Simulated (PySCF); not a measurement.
**Name the molecule from its bond curve**

A diatomic of charge 0 contains Hg. Its doublet curve at PBE0 in a double-zeta basis (scalar-relativistic core potentials, PySCF), in eV from the separated fragments:

```tsv
R (Å)	E (eV)
2.083	-0.315
2.180	-0.756
2.277	-0.980
2.349	-1.052
2.422	-1.070
2.495	-1.049
2.591	-0.984
2.713	-0.871
2.858	-0.722
3.052	-0.538
```

The fit gives ωe = 260 cm⁻¹ and the rotational constant Bₑ = 0.09702 cm⁻¹.

Problem. Which atom is the partner?

Solution. The minimum lies at 2.414 Å, so the reduced mass is 16.8576 u Å² cm⁻¹/(Bₑ·Re²) = 29.82 u. With Hg at 201.97 u the partner weighs about 35.0 u: Cl. The molecule is HgCl.

Spin–orbit coupling is left out. The state is the lowest determinant that a PBE0 search found; another state may lie lower at other levels.
